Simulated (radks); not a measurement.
Task: Species: Se4+. Configuration: [Ar] 3d10 4s2 (the NIST ground configuration). Calculated with a radial shooting solver on a logarithmic mesh with Libxc functionals: Dirac Kohn-Sham, LDA (Slater exchange, Perdew-Zunger correlation), spin-unpolarised, spherical densities, point nucleus.

Spin-orbit splittings of the eigenvalues, e(l+1/2) - e(l-1/2), with zeta = 2 splitting/(2l+1) and mean radii in bohr:

shell  occ.  splitting (eV)  zeta (eV)  <r> j=l-1/2  <r> j=l+1/2
2p        6           41.69      27.80       0.1686       0.1724
3p        6               ?          ?       0.5820       0.5925
3d       10          0.9077     0.3631       0.6215       0.6256
4p        0          0.6930     0.4620        1.768        1.791

Estimate the 3p splitting.

Result: 5.903 eV (zeta = 3.935 eV).
